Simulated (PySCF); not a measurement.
## Fractional electron number in Ag²⁺ (silver, charge +2)

The 4d beta orbital of [Kr] 4d9 is emptied in steps (occupation f), with all orbitals relaxed, ending at [Kr] 4d8. Calculation: PySCF 2.14, in x2c-TZVPall (8s6p6d1f, 63 functions); scalar relativity by spin-free X2C-1e. The exact energy is a straight line in f; departures are measured from the line between the end points of the same method.

```tsv
f	BHandHLYP (eV)	wB97X (eV)	MN15 (eV)
1	0.000	0.000	0.000
0.9	-0.237	-0.204	-0.359
0.7	-0.558	-0.479	-0.838
0.5	-0.670	-0.574	-0.996
0.3	-0.568	-0.484	-0.833
0.1	-0.246	-0.208	-0.355
0	0.000	0.000	0.000
```

```tsv
method	E(f=0) − E(f=1) (eV)	−ε at f=1 (eV)	−ε at f=0.5 (eV)
BHandHLYP	34.620	31.996	34.592
wB97X	34.843	32.590	34.829
MN15	35.209	31.221	35.224
```

Orbital energy along the path (eV):

| f | BHandHLYP | wB97X | MN15 |
| --- | --- | --- | --- |
| 1 | -31.996 | -32.590 | -31.221 |
| 0.9 | -32.501 | -33.024 | -32.016 |
| 0.7 | -33.533 | -33.915 | -33.617 |
| 0.5 | -34.592 | -34.829 | -35.224 |
| 0.3 | -35.677 | -35.758 | -36.817 |
| 0.1 | -36.790 | -36.689 | -38.376 |
| 0 | -37.362 | -37.145 | -39.137 |

Reference removal energy between the ground levels: 34.8 ± 0.3 eV (semi-empirical (NIST evaluation); NIST Atomic Spectra Database, ionization energies). The calculation has no spin-orbit coupling. The determinant left behind need not be the lowest term of the ion.
